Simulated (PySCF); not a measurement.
Potential energy curve for LiNa, singlet.

Levels of theory: RKS-PBE0 = restricted PBE0/cc-pVDZ in PySCF; UMP2 = PySCF with MP2 on UHF/cc-pVDZ, 1 core orbital frozen; RKS-LDA (SVWN5) = restricted LDA (SVWN5)/cc-pVDZ run with PySCF; UKS-PBE0 = unrestricted PBE0/cc-pVDZ (PySCF 2.14.0); RCCSD(T) = CCSD(T) on RHF/cc-pVDZ, 1 core orbital frozen run with PySCF 2.14.0.

Energies are in kJ/mol, each relative to the lowest point of its own curve near equilibrium.

```
R / Å  RKS-PBE0        UMP2  RKS-LDA (SVWN5)  UKS-PBE0    RCCSD(T)
-----  --------  ----------  ---------------  --------  ----------
2.34       29.8        31.7             21.7      29.8        27.5
2.51       13.3        14.3       (withheld)      13.3        13.3
2.62        6.6         6.2              3.7       6.6         7.1
2.72        2.7         2.0              1.2       2.7         3.3
2.83        0.5         0.3              0.0       0.5         0.9
2.93        0.0         0.0              0.2       0.0         0.0
3.04        0.8         0.7       (withheld)       0.8  (withheld)
3.07        1.2  (withheld)              2.1       1.2         0.7
3.25        5.3         4.1              6.7       5.3         4.0
3.43       11.4         8.2       (withheld)      11.4         9.4
3.65       20.6  (withheld)             22.1      20.0        17.6
3.95       34.6        20.6             35.6      31.6        29.9
4.44       57.9        29.3             57.0      47.5        48.3
4.85       75.8        33.9             73.0      57.0        59.9
5.22       90.2        36.5             85.3      63.0        67.1
5.91      111.9        38.9            103.0      69.0        74.3
6.39      123.4        39.6            111.8      70.8        76.5
7.20      137.2        40.2            121.7      71.8        78.0
7.81      144.2        40.3            126.2      72.1        78.5
8.79      151.3        40.4            130.2      72.2        78.7
```

Q: Complete the blanks.

A: 
- 2.51, RKS-LDA (SVWN5): 8.6
- 3.04, RKS-LDA (SVWN5): 1.5
- 3.04, RCCSD(T): 0.3
- 3.07, UMP2: 1.0
- 3.43, RKS-LDA (SVWN5): 13.0
- 3.65, UMP2: 13.6

The restricted form behind RKS-PBE0, RKS-LDA (SVWN5) keeps the bonding electrons paired and can't separate into open-shell fragments. The unrestricted determinant behind UMP2 is spin-contaminated at 2.34 to 8.79 Å (<S²> up to 1.0, against 0.00 for a pure singlet). The unrestricted determinant behind UKS-PBE0 is spin-contaminated at 3.65 to 8.79 Å (<S²> up to 1.0, against 0.00 for a pure singlet). The T1 diagnostic of CCSD on the restricted reference of RCCSD(T) exceeds 0.045 at 6.39 to 8.79 Å.
